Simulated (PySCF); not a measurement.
**Where the electron goes**

Compound: C6H8F3P.
Numbering: `[CH3:1][C:2]1=[CH:3][P:4]1[CH2:5][CH2:6][C:7]([F:8])([F:9])[F:10]` (hydrogens: H11, H12, H13 on C1; H14 on C3; H15, H16 on C5; H17, H18 on C6)

Geometry (PBE0-D3(BJ)/def2-SVP, Å), atoms numbered from 1 in this order:
```xyz
18
C6H8F3P angstrom
C      3.2409   -0.4416    0.2102
C      2.1500    0.2443   -0.5017
C      1.4922    1.3569   -0.6906
P      0.8540    0.0411   -1.7922
C     -0.6017   -0.6363   -0.8078
C     -1.7122    0.3901   -0.6656
C     -2.9040   -0.1175    0.1020
F     -2.5653   -0.5097    1.3366
F     -3.4767   -1.1649   -0.5027
F     -3.8398    0.8300    0.2283
H      2.8473   -1.2967    0.7821
H      3.7628    0.2364    0.9021
H      3.9682   -0.8487   -0.5095
H      1.4223    2.4059   -0.4038
H     -0.2559   -0.9593    0.1870
H     -0.9768   -1.5288   -1.3351
H     -2.0805    0.7246   -1.6484
H     -1.3497    1.2853   -0.1356
```

Theory: TDDFT CAM-B3LYP/def2-SVPD, vertical, gas phase, core orbitals frozen in the response (PySCF).

Frontier orbitals with the atoms that hold most of them (Löwdin shares over 4%, at most four atoms; ? is withheld):

```
orbital  ε (eV)                            atoms
 HOMO-3  -11.30   C3 18%, P4 16%, C2 15%, C5 14%
 HOMO-2  -10.11   C3 31%, C2 22%, P4 19%, C5 10%
 HOMO-1   -9.19                                ?
   HOMO   -7.96                                ?
   LUMO       ?  C3 31%, C2 27%, P4 14%, H14 10%
 LUMO+1    0.95  P4 17%, C3 16%, C2 12%, H14 10%
 LUMO+2    1.29  C1 29%, H11 10%, P4 10%, H13 9%
```

**Question.** Give the leading atoms of the HOMO-1.

**Answer.** P4 (bonded to 3 C) 34%; C2 (bonded to 2 C and P) 23%; C3 (bonded to C, P and H) 18%; C1 (bonded to C and 3 H) 7%. By element: carbon 49% or more, phosphorus 34%.

**Question.** Which atoms hold the HOMO, and with what shares?

**Answer.** P4 (bonded to 3 C) 45%; C3 (bonded to C, P and H) 16%; C5 (bonded to C, P and 2 H) 15%; C2 (bonded to 2 C and P) 15%. By element: carbon 46% or more, phosphorus 45%.

**Question.** What is the LUMO energy, and the HOMO–LUMO gap?

**Answer.** ε(LUMO) = 0.84 eV; the gap is 8.80 eV (0.3235 hartree).

**Question.** How does S1 compare with the orbital gap of 8.80 eV?

**Answer.** S1 is at 5.24 eV (f = 0.0006), 3.57 eV below the gap, made of HOMO→LUMO (89%). Without the coupling terms of the response equations the lowest excitation would equal the gap.

**Question.** One configuration dominates each of S1 and S3. Which, and how do the shares of the two leading atoms of either orbital change from the occupied to the empty one?

**Answer.** 
- S1 (5.24 eV, f 0.0006), HOMO→LUMO (89%): P4 45% → 14%, C3 16% → 31%, C2 15% → 27%
- S3 (5.94 eV, f 0.0057), HOMO-1→LUMO (76%): P4 34% → 14%, C2 23% → 27%, C3 18% → 31%

Löwdin shares depend on the basis, the more so with diffuse functions.

One conformer stands for the species.
